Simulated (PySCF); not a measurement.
C2H6FNbO, SMILES [CH3][Nb]([CH3])(=[O])[F], multiplicity 1.

Geometry: PBE0-D3(BJ)/def2-SVP. The spin state was assumed, not searched. The def2 effective core potentials stand for the cores of Nb; spin–orbit coupling is left out.

Vertical ionisation energy (IE) and electron affinity (EA) in eV. Rows of orbital energies are one-electron estimates. Where ΔSCF, EOM or ADC give a negative EA the extra electron is unbound and the value depends on the basis.

| level | IE | EA |
|---|---|---|
| −ε(HOMO), −ε(LUMO), B3LYP/def2-TZVP (PySCF) | 8.29 | 2.34 |
| −ε(HOMO), −ε(LUMO), PBE/def2-TZVP (PySCF) | 7.10 | 2.95 |
